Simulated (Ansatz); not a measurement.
Molecule: sum formula SiNH₄, net charge -1, singlet state. It need not be the lowest isomer of its formula. Whether it binds its extra electron was not tested at this geometry. 
Structure (B3LYP-D3(BJ)/def2-TZVP (Ansatz, a program for electronic structure) minimum search):
```xyz
6

Si    -0.4557     0.0023     0.0876
N      1.1646     0.0986    -0.2490
H     -1.1145     1.3465    -0.1098
H     -1.3820    -0.9155    -0.7264
H     -0.9532    -0.3798     1.4909
H      1.6775    -0.7732    -0.1376
```
Charge -1, spin multiplicity 1.

Basis-set convergence of Hartree-Fock and CCSD(T) correlation energies (hartree) with Ansatz. Correlated levels leave the core frozen unless marked. Spin-orbit coupling is left out. Non-relativistic. This anion needs diffuse functions, which these sets lack.

| basis | functions | E(HF) | E(corr, CCSD(T)) |
|---|---|---|---|
| def2-SVP | 52 | -345.53079 | -0.32713 |
| def2-TZVPP | 129 | -345.71877 | -0.40774 |
| def2-QZVPP | 247 | (withheld) | (withheld) |

Fill in the missing entries.


- def2-QZVPP, E(HF): -345.73372
- def2-QZVPP, E(corr, CCSD(T)): -0.43217
